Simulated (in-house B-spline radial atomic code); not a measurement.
**Ionising Ca5+ with different functionals**

Computed with an all-electron radial atomic-structure program (B-spline basis): four-component Dirac-Coulomb Hamiltonian, Fermi nucleus of rms radius 3.4776 fm, spin-restricted, spherical fractional occupations for the functionals, and exact exchange of hybrids averaged over the configuration. The ionisation energy is the difference of two self-consistent energies, [Ne] 3s2 3p3 → [Ne] 3s2 3p2, without Breit or QED terms; ε is the level of the shell that loses the electron (mean over j). The electron is taken from both j subshells in proportion to 2j + 1, so the result is a j average, not the step between ground levels.

| method | rung | ΔSCF (eV) | -ε(3p) (eV) |
| --- | --- | --- | --- |
| PBE0 | global hybrid | 105.91 | 98.75 |
| B97-1 | global hybrid | 105.90 | 98.32 |
| B3LYP | global hybrid | 105.98 | 98.29 |
| wB97X | range-separated hybrid | 105.86 | 101.33 |

(1) Among the functionals, which spreads more, the ΔSCF values or the orbital energies?

(2) How do they compare with the NIST value?

Answers

(1) The orbital energies: ΔSCF values span about 0.13 eV and the orbital energies 3.04 eV; here energy differences depend much less on the functional than eigenvalues do.

(2) NIST lists 108.8 eV ± 0.25 (semi-empirical, ground level to ground level). Errors run from -2.92 to -2.80 eV. The correlated functionals all miss on the same side by more than they spread, so the cause is common to them (Breit-QED terms, spin polarisation, the choice among j levels, multiplet and fine-structure energies, or a listed next ion that isn't the cheapest removal here) and closeness doesn't rank the functionals.
